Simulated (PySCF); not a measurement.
A PySCF script (with the pyscf-properties extension) for the NMR shieldings of F₄Na₄, on a PBE0-D3(BJ)/def2-SVP geometry:

```python
import basis_set_exchange as bse
import numpy as np
from pyscf import gto, dft
from pyscf.prop import nmr

atoms = """
Na   -0.203093    1.184231   -1.359621
F    -1.081696   -0.765977   -1.344815
Na    0.784658   -1.519234   -0.628912
F     1.684302    0.417879   -0.718015
Na    1.049633    0.735971    1.298578
F    -0.816082    1.572963    0.655452
Na   -1.628711   -0.399150    0.692472
F     0.210980   -1.226694    1.404850
"""
names = dict.fromkeys(["Na", "F"], "pcSseg-1")
basis = {el: gto.basis.parse(bse.get_basis(n, elements=[el], fmt="nwchem")) for el, n in names.items()}
mol = gto.M(atom=atoms, basis=basis, charge=0, verbose=0)
mf = dft.RKS(mol, xc="GGA_XC_KT2")
mf.grids.level = 2
mf.grids.alignment = dft.numint.BLKSIZE   # the property module wants whole blocks of grid points
mf.conv_tol = 1e-9
mf.kernel()

calc = nmr.RKS(mf)   # GIAO
sigma = calc.kernel()   # uncoupled for a functional without exact exchange
for i, s in enumerate(sigma):   # ppm
    w = np.linalg.eigvalsh((s + s.T) / 2)
    print("%2d %-2s iso %8.1f  s11 %8.1f  s22 %8.1f  s33 %8.1f" % (i, mol.atom_pure_symbol(i), w.mean(), *w))
```

Q: Give the expected output.

A: 
```
 0 Na iso    555.3  s11    552.8  s22    556.5  s33    556.6
 1 F  iso    502.1  s11    494.0  s22    494.1  s33    518.0
 2 Na iso    555.1  s11    552.8  s22    556.0  s33    556.5
 3 F  iso    502.1  s11    494.3  s22    494.5  s33    517.6
 4 Na iso    555.6  s11    553.5  s22    556.6  s33    556.7
 5 F  iso    502.2  s11    494.0  s22    494.3  s33    518.2
 6 Na iso    555.2  s11    552.7  s22    556.0  s33    557.0
 7 F  iso    502.1  s11    494.2  s22    494.6  s33    517.5
```

These numbers come from an equivalent density-fitted implementation of the same equations, which agrees with the script to about 0.01 ppm for H and up to a few tenths of a ppm for heavy atoms, so last digits may differ.

Size and cost of the density-fitted run: 132 basis functions, 13 s wall time on 1 thread of an x86-64 server CPU, shared host.
